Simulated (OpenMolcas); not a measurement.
Sm3+ among 2 point charges of -0.5 e arranged as a linear pair (D∞h).

```json
{
 "Program": "OpenMolcas",
 "Method": "CASSCF",
 "Basis": "ANO-RCC-VTZP [8s7p5d3f2g1h]",
 "Scalar Hamiltonian": "DKH2, point nucleus",
 "Active space": "5 electrons in 7 orbitals (4f)",
 "State averaging": "2S+1 = 6 odd, 21 roots; 2S+1 = 4 odd, 128 roots kept (CI in the orbitals of an earlier block, 108 in the spin-orbit step); 2S+1 = 2 odd, 130 roots kept (CI in the orbitals of an earlier block, 40 in the spin-orbit step)",
 "Spin-orbit coupling": "RASSI with atomic mean-field integrals over the reference wave functions"
}
```

All point charges move together. At R = 2.41 Å the width of the lowest J multiplet is 502 cm-1, and at R = 2.66 Å it is 388 cm-1.

A third run gives 344 cm-1. What distance was it run at?

With a power law R^-n the two known points give n = -ln(388 / 502) / ln(2.66 / 2.41) = 2.61. Then R = 2.41 × (502 / 344)^(1/2.61) = 2.786 Å. The run was at 2.78 Å, so the estimate is off by +0.006 Å.

High states are left out of the spin-orbit mixing, which shifts the levels that they would mix with. Point charges carry no covalency, so the field is a model and not that of real ligands. No measured value stands beside these numbers.
